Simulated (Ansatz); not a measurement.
Consider the ligand exchange at a Ge–C bond: `C#[C][Ge]([Cl])([Cl])[C]#C` + HCl → `C#[C][Ge]([Cl])([Cl])[Cl]` + `C#C`.

Calculated with Ansatz (gas phase, PBE0-D4/def2-TZVP geometries, no zero-point term in ΔE). CBS: MP2 limit from def2 TZ/QZ plus the TZ coupled-cluster correction, frozen cores. This one scheme is used for every species. Functionals use def2-TZVPP. For Ge outer-core shells are correlated without core-valence functions, which leaves a few kJ/mol of doubt a bond. Scalar relativity is left out up to krypton.

`C#[C][Ge]([Cl])([Cl])[C]#C`:

```xyz
9

C    -2.555   -0.124   -0.867
C    -1.391    0.140   -0.716
Ge    0.427    0.552   -0.486
Cl    0.629    2.642   -0.127
Cl    1.480    0.083   -2.278
C     1.193   -0.395    0.943
C     1.685   -1.001    1.859
H    -3.587   -0.358   -0.999
H     2.119   -1.539    2.671
```

HCl:

Z-matrix (Å, degrees):
```
Cl
H 1 1.279
```

`C#[C][Ge]([Cl])([Cl])[Cl]`:

```xyz
7

C    -0.191   -1.753    1.125
C    -0.080   -0.745    0.479
Ge    0.090    0.825   -0.529
Cl   -0.232    2.525    0.699
Cl   -1.332    0.844   -2.104
Cl    2.035    0.951   -1.369
H    -0.290   -2.647    1.699
```

`C#C`:

```xyz
4

C    -0.283   -0.431    0.303
C     0.283    0.431   -0.303
H    -0.788   -1.198    0.842
H     0.788    1.198   -0.842
```

| level | ΔE (kJ/mol) | difference from CCSD(T)/CBS |
| --- | --- | --- |
| r2SCAN-D4 | -57.4 | -6.3 |
| PBE0-D4 | -55.6 | -4.5 |
| CAM-B3LYP-D4 | -55.5 | -4.4 |
| B2PLYP | -53.8 | -2.7 |
| r2SCANh | -58.0 | -6.9 |
| r2SCAN0 | -58.0 | -6.9 |
| HF/def2-SVP | -57.7 | -6.6 |
| CCSD/def2-SVP | -51.5 | -0.4 |
| HF/def2-QZVPP | -59.7 | -8.6 |
| HF/CBS(def2) | -59.7 | -8.6 |
| CCSD(T)/CBS | -51.1 | 0 |

Largest T1 diagnostic among the species: 0.013.

In def2-TZVPP, CCSD(T) changes the Hartree–Fock value by +13.6 kJ/mol (the triples alone add +1.0 kJ/mol) and MP2 by +13.6 kJ/mol. Leaving LDA and LC-ωPBE aside and taking each functional with its dispersion term where it has one, the values, not all of them listed here, spread over 6.0 kJ/mol, from BHLYP-D4 to PBE-QIDH.

CCSD(T)/CBS has its own doubt, a few kJ/mol and more with outer-core shells, so smaller differences from it don't rank the levels.
